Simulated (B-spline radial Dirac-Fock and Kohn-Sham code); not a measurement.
**K-line shifts caused by a second vacancy in Cs⁺**

System: Cs⁺ in the configuration [Kr] 4d10 5s2 5p6.

The run's input, task.json:

```json
{"items": [{
  "Z": 55,
  "q": 1,
  "cfg": [[1, 0, 2], [2, 0, 2], [2, 1, 6], [3, 0, 2], [3, 1, 6], [3, 2, 10], [4, 0, 2], [4, 1, 6], [4, 2, 10], [5, 0, 2], [5, 1, 6]],
  "A": 133,
  "rrms": 4.8041,
  "do": ["binding", "quiet", "double"]
}]}
```

Launch: `python xray_run.py task.json out`

These are calculated numbers from a radial atomic solver; the model is ΔSCF Dirac-Fock with Breit, self-energy and vacuum polarisation, finite nucleus, configuration average. Each two-hole energy is an average over J within one jj subconfiguration, not an observable level; in light atoms, where LS coupling holds, the j-resolved values are not observed lines, and for a K spectator the Kα1 hypersatellite is nearly forbidden. Correlation and solid-state effects are left out.

Lines without a spectator: Kα2 (K-L2) 30622.1 eV, Kα1 (K-L3) 30969.9 eV, Kβ3 (K-M2) 34912.8 eV, Kβ1 (K-M3) 34980.8 eV. Shifts in eV with one spectator hole (a dash: not computed, or left out as unreliable):

```
spectator hole    Kα2     Kα1     Kβ3     Kβ1
    L2 (2p1/2)  +73.8   +94.3       –  +195.7
    L3 (2p3/2)  +68.7   +70.0  +168.2       –
    M2 (3p1/2)      –  +11.56  +25.45   +30.8
    M3 (3p3/2)  +7.95       –  +25.17  +24.73
    M4 (3d3/2)  +1.59   -1.40       –       –
    M5 (3d5/2)  -2.06   +0.25       –       –
```

Q: Where does the K-L3 hypersatellite lie, emitted when both K electrons are missing?

A: +675.7 eV from the normal line, at 31645.5 eV. Removing both K electrons costs 72899.6 eV, which is 910.6 eV more than twice the K binding energy.

With n spectator holes in 2p, averaged over the 2p shell (energies in eV):

```
n     KαLⁿ   step  hypersatellite KαʰLⁿ
0  30853.9      –               31521.0
1  30930.3  +76.4               31599.0
2  31008.1  +77.7               31678.3
3  31087.1  +79.1               31759.0
4  31167.6  +80.4               31841.0
5  31249.3  +81.8               31924.3
```
